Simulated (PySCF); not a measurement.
C4F6.

```xyz
10

F     -1.3375     2.1969     0.0000
C     -0.0683     1.8682     0.0000
F      0.7221     2.9162     0.0000
C      0.4005     0.6076     0.0000
F      1.7294     0.4367     0.0000
C     -0.4005    -0.6076     0.0000
F     -1.7294    -0.4367     0.0000
C      0.0683    -1.8682     0.0000
F      1.3375    -2.1969     0.0000
F     -0.7221    -2.9162     0.0000
```
Charge 0, spin multiplicity 1.

The structure is a stationary point at B3LYP-D3(BJ)/def2-SVP. One conformer was computed; it need not be the lowest.

Method: B3LYP/pcSseg-1 in PySCF. Non-relativistic, no solvent.

Computed absolute GIAO shielding of each atom: isotropic value and principal components (ppm):
| atom | σ(iso) | σ11 | σ22 | σ33 | span |
|---|---|---|---|---|---|
| F1 | 282.2 | 277.2 | 278.5 | 290.9 | 13.7 |
| C2 | 14.2 | -43.8 | 32.7 | 53.6 | 97.4 |
| F3 | 265.4 | 242.2 | 273.5 | 280.5 | 38.2 |
| C4 | 49.0 | 10.5 | 49.4 | 87.0 | 76.5 |
| F5 | 382.1 | 321.9 | 400.1 | 424.3 | 102.4 |
| C6 | 49.0 | 10.5 | 49.4 | 87.0 | 76.5 |
| F7 | 382.1 | 321.9 | 400.1 | 424.3 | 102.4 |
| C8 | 14.2 | -43.8 | 32.7 | 53.6 | 97.4 |
| F9 | 282.2 | 277.2 | 278.5 | 290.9 | 13.7 |
| F10 | 265.4 | 242.2 | 273.5 | 280.5 | 38.2 |
